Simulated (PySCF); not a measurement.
# TeP at r²SCAN

Computed with r²SCAN; basis Te def2-SVPD with ECP28, P def2-SVPD; scalar-relativistic core potentials; PySCF 2.14.

```json
{"state": "²Π (doublet), unpaired electrons π ↑", "bond length": "2.262 Å", "harmonic wavenumber": "474 cm⁻¹", "force constant": "3.31 mdyn/Å", "rotational constant Be": "0.1317 cm⁻¹", "anharmonicity ωexe": "2.37 cm⁻¹", "vibration–rotation constant αe": "0.000565 cm⁻¹", "well depth De to Te + P": "3.08 eV", "dissociation energy D0": "3.05 eV", "bond order (Mayer)": "2.47", "dipole moment (positive dipole means Te(−)P(+))": "-0.55 D"}
```

These are scalar-relativistic numbers at best; spin–orbit coupling would shift them, the dissociation energy most. The state is the lowest determinant that a PBE0 search found; another state may lie lower at other levels.
